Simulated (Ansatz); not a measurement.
An input meant for the cluster In₂As (charge 0, doublet; with a point charge).

```yaml
crystal:
  periodic: [false, false, false]
  atoms:
    - {symbol: In, position_ang: [1.302623, -0.593240, 1.786314]}
    - {symbol: In, position_ang: [-0.856489, -0.252615, -2.107699]}
    - {symbol: As, position_ang: [-0.446134, 0.845845, 0.321385]}
basis:
  gaussian: {orbitals: x2c-TZVPPall, point_charges: [{charge: 2.00, position_ang: [4.518, -0.175, -0.825]}]}
magnetization: {spin_polarized: true, initial_magnetization: 2}
hamiltonian: {xc: {name: SPW92}}
```

```sh
$ ansatz run in.yaml --threads 2 --pin off --events-out ev --progress --plain --max-ram 4352MiB
```

Shortened log:

```
Error: a molecule whose nuclei and cores have a total charge of 131 cannot have a net charge of 0 together with 2 unpaired electrons
```

In this input the number of unpaired electrons doesn't fit the electron count. The program refused the input.
